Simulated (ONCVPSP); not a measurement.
C (Z = 6): from the effect back to the setting (ONCV)

Base potential:

ONCVPSP 4.0.1 input, shortened (lines: element, Z, core and valence counts, functional; n l f; lmax; l rc ep ncon nbas qcut; lloc lpopt rc5 dvloc0; l nproj debl; icmod fcfact rcfact), PBE, scalar-relativistic:

```
  C 6.00    1    2        4      upf
    1    0    2.00
    2    0    2.00
    2    1    2.00
    1
    0    1.25    0.00    5    8    4.20
    1    3.05    0.00    4    8    5.30
    0    5    1.25    0.00
    0    0    2.20
    1    3    3.10
    1    0.20    0.00
```

Cutoffs, loose and tight: the cutoffs (Ha) at which the residual kinetic energy of the hardest occupied pseudo-wave falls to 1 and 0.1 mHa per electron. They do not see the model core or the augmentation charge, which bear on the density cutoff. Test errors are all-electron minus pseudo excitation energies from the reference, over the configurations 2s2 2p1; 2s2 2p0; 2s1 2p0; 2s2 2p1.5; variants that change the core or the reference have their own tests.

Only the p radius is moved (1 further runs of the sweep failed or gave no value and are left out):

```csv
p radius (bohr),"cutoff, loose","cutoff, tight",bound ghosts,largest test error (meV),median size of the test errors
2.08,74 Ha,98 Ha,none,+931,259.5 meV
2.46,74 Ha,98 Ha,none,+1355,387.9 meV
3.04,74 Ha,98 Ha,none,+2144,634.6 meV
3.32,74 Ha,98 Ha,none,+2569,793.5 meV
3.62,74 Ha,98 Ha,none,+3075,846.0 meV
3.88,74 Ha,98 Ha,none,+3456,971.9 meV
4.46,74 Ha,98 Ha,none,+4680,1440.8 meV
```

Task: One more run gave cutoff, loose: 74 Ha; cutoff, tight: 98 Ha; bound ghosts: none; largest test error (meV): +1668; median size of the test errors: 486.3 meV. Which value of the p radius was used?

Result: 2.72 bohr. The median size of the test errors moves one way along this sweep, from 259.5 meV at 2.08 to 1440.8 meV at 4.46 bohr, which places the run between 2.46 and 3.04 bohr.
